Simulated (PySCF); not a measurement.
**Radial density of Ce³⁺ (cerium, charge +3)**

revPBE, [Xe] 4f1, 2F determinant. All numbers are calculated (PySCF 2.14, the spin-free X2C one-electron Hamiltonian (Gaussian nucleus), in cc-pwCVTZ-X2C).

```tsv
r (bohr)	4πr²ρ (e/bohr)	4πr²(ρα − ρβ)
0.0272	68.40	0.0000
0.0458	75.97	-0.0003
0.0771	100.2	-0.0013
0.130	74.16	0.0015
0.218	86.39	0.0755
0.367	37.20	0.4231
0.617	36.34	0.9032
1.04	12.94	0.7392
1.75	6.187	0.2211
2.94	0.5721	0.0137
4.94	0.002410	0.0001
```

Densities and radii are taken from the X2C orbitals without a picture-change correction, which distorts them close to the nucleus.

Spin-orbit coupling, absent here, splits the open shell strongly.
